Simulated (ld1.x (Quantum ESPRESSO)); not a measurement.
Debugging a pseudopotential input (Cd, ld1.x (Quantum ESPRESSO) 7.5)

Command:

```bash
ld1.x < Cd.in > Cd.out
```

Input:

```
&input
   title='Cd', zed=48., rel=1, dft='PBESOL', iswitch=3,
   config='[Kr] 4d10 4f-2 5s2 5p0',
   nld=4, rlderiv=2.55, eminld=-3.0, emaxld=5.0, deld=0.02
 /
 &inputp
   pseudotype=1, tm=.false., lloc=1,
   nlcc=.false.,
   file_pseudopw='Cd.pp', file_wfcaegen='ae.wfc', file_wfcncgen='nc.wfc'
 /
4
5S  1  0   2.00   0.00  1.95  1.95  0.0
4D  3  2  10.00   0.00  1.05  1.05  0.0
4F  4  3  -2.00   0.20  2.00  2.00  0.0
5P  2  1   0.00   0.00  2.35  2.35  0.0
 &test
   configts(1)='4d10 5s2 5p0'
 /
```

This is an input that runs to its end, with one change: tm switched.

**Question.** How does the run end?

**Answer.** The program stops during the generation: "compute_chi: n is too large".

```
     final scf error:  6.7E-15 reached in  29 iterations

     Etot =  -11184.104612 Ry,   -5592.052306 Ha, -152167.495206 eV

     Ekin =   11637.178149 Ry,    5818.589075 Ha,  158331.874715 eV
     Encl =  -27047.275455 Ry,  -13523.637727 Ha, -367996.929648 eV
     Eh   =    4529.329114 Ry,    2264.664557 Ha,   61624.661972 eV
     Exc  =    -303.336420 Ry,    -151.668210 Ha,   -4127.102245 eV

     normalization and overlap integrals

     s(1S/1S) =  1.000000  <r> =   0.0304  <r2> =    0.0013  r(max) =   0.0196
     s(2S/2S) =  1.000000  <r> =   0.1317  <r2> =    0.0204  r(max) =   0.1112
     s(2P/2P) =  1.000000  <r> =   0.1149  <r2> =    0.0161  r(max) =   0.0888
     s(3S/3S) =  1.000000  <r> =   0.3586  <r2> =    0.1470  r(max) =   0.3259
     s(3P/3P) =  1.000000  <r> =   0.3573  <r2> =    0.1482  r(max) =   0.3178
     s(4S/4S) =  1.000000  <r> =   0.8789  <r2> =    0.8756  r(max) =   0.7916
     s(4P/4P) =  1.000000  <r> =   0.9602  <r2> =    1.0571  r(max) =   0.8427
     s(3D/3D) =  1.000000  <r> =   0.3348  <r2> =    0.1334  r(max) =   0.2668
     s(4D/4D) =  1.000000  <r> =   1.2908  <r2> =    2.0377  r(max) =   0.9790
     s(5S/5S) =  1.000000  <r> =   2.8796  <r2> =    9.6109  r(max) =   2.3194
     s(5P/5P) =  1.000000  <r> =   4.5063  <r2> =   24.6582  r(max) =   3.2914

     ------------------------ End of All-electron run ------------------------

     --------------------- Generating NC pseudopotential ---------------------

      Generating local pot.: lloc=1, matching radius rcloc =   2.3500
     Message from routine compute phi:
     negative determinant

      ld=   0.345851 f2ae -0.771987 faenor  0.197253
           0        1240        1239   99.862974276494711

 %%%%%%%%%%%%%%%%%%%%%%%%%%%%%%%%%%%%%%%%%%%%%%%%%%%%%%%%%%%%%%%%%%%%%%%%%%%%%%
     Error in routine compute_chi (1):
     n is too large
 %%%%%%%%%%%%%%%%%%%%%%%%%%%%%%%%%%%%%%%%%%%%%%%%%%%%%%%%%%%%%%%%%%%%%%%%%%%%%%

     stopping ...
```
